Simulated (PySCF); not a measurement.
GeH3O3, SMILES [Ge]([OH])([OH])[OH], multiplicity 2. Coordinates come from a PBE-D3(BJ)/def2-SVP optimisation. The isomer is the one that the SMILES or the coordinates give; other isomers of the formula were not compared. One conformer was computed; it need not be the lowest.

These are PBE-D3(BJ)/def2-SVP (PySCF) values and carry that method's errors.

Harmonic wavenumbers (cm⁻¹): 116, 116, 194, 241, 241, 246, 619, 653, 653, 841, 853, 853, 3705, 3705, 3706. Rotational constants (GHz): 5.678, 5.678, 3.389; symmetry number 3.

Question: Work out the zero-point energy and the ideal-gas rigid-rotor harmonic-oscillator thermochemistry at 298.15 K and 1 atm.

Answer: ZPE = ½ Σ hcν = ½ × 16741 cm⁻¹ = 23.93 kcal/mol. H − E(el) = 28.86 kcal/mol. Entropy in cal/(mol K): translation 40.35, rotation 23.31, vibration 15.55, spin 1.38, total 80.58. G − E(el) = 4.84 kcal/mol. Cp = 23.55 cal/(mol K). Modes under 150 cm⁻¹ make the vibrational entropy uncertain.
